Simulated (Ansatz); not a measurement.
Isomers of LiCu4⁻ (singlet), relaxed with PBE-D4/def2-SVPD; total energies from Ansatz at RPA@PBE/def2-TZVPD.

| isomer | description | energy (Eh) |
| --- | --- | --- |
| A | point group Cs; 4 × Cu–Li 2.44 to 2.46 Å; 3 × Cu–Cu 2.31 to 2.35 Å | -6565.30515 |
| B | point group C2v; 5 × Cu–Cu 2.36 to 2.86 Å; 4 × Cu–Li 2.39 to 2.49 Å | -6565.30677 |

Correlated methods freeze 36 core orbitals; core or outer-core shells of Li are correlated, in sets that lack core-valence functions.

The isomers come from a short search, and lower ones may exist.

Question: Work out the relative energies (1 Eh = 2625.5 kJ/mol) and the Boltzmann populations at 800 K from electronic energies alone (R = 8.314 J/mol/K).

Answer: ΔE: A 4.3, B 0.0 kJ/mol. RT = 6.65 kJ/mol. Factors exp(−ΔE/RT): A 0.524, B 1; sum 1.524. Populations: A 34.4 %, B 65.6 %. Zero-point energy, vibrational entropy and symmetry numbers are left out and can shift these; an error of 4 kJ/mol changes a ratio by a factor of 1.8. Over the other density-functional and correlated levels in def2 sets, the gap between B and A ranges from -9 to 28 kJ/mol.
